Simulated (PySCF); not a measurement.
B3LYP has the VWN-RPA correlation part, as in Gaussian. Delta-SCF ions had no search for a lower state. Excitations are Tamm–Dancoff values on a coarser integration grid. The basis has no diffuse functions, so Rydberg states are missing or too high.

# C$_{2}$H$_{12}$O$_{2}$Si$_{3}$, SMILES `CO[Si]([SiH3])([SiH3])OC` (C–O–Si–Si torsion 79°, Si–Si–O–C torsion 178°) (charge 0, multiplicity 1)

Calculation: PySCF with B3LYP-D3(BJ)/def2-TZVP // B3LYP-D3(BJ)/def2-SVP.

```
Property                                                           Result
-------------------------------------------  ----------------------------
HOMO                                                             -6.90 eV
dipole moment                                                   0.284 e·Å
HOMO–LUMO gap                                                     6.27 eV
LUMO                                                             -0.64 eV
S1 excitation (TDA)                                               5.43 eV
S1 oscillator strength                                              0.078
brightest of the four lowest singlets (TDA)                       5.43 eV
T1 excitation (TDA)                                               4.73 eV
S1–T1 gap (TDA)                                                   0.70 eV
vertical ionisation energy (Delta-SCF)                            8.71 eV
total energy                                                 -30004.35 eV
cost                                         very roughly 10 core-minutes
```

```xyz
19

C     -2.0535    -0.7207    -1.2231
O     -0.8496    -1.0825    -0.5919
Si     0.1105    -0.1024     0.3677
Si    -0.7654     0.0758     2.5413
Si     0.3710     2.0019    -0.6930
O      1.5738    -0.8719     0.5350
C      2.4250    -1.2278    -0.5352
H     -1.9358     0.1711    -1.8686
H     -2.8566    -0.5055    -0.4931
H     -2.3860    -1.5572    -1.8575
H      0.0590     1.0071     3.3677
H     -2.1539     0.6267     2.4668
H     -0.8194    -1.2591     3.2064
H      1.3714     2.8228     0.0532
H      0.8334     1.8608    -2.1080
H     -0.9251     2.7474    -0.7034
H      3.3130    -1.7316    -0.1237
H      1.9237    -1.9150    -1.2386
H      2.7642    -0.3398    -1.1018
```
Charge 0, spin multiplicity 1.
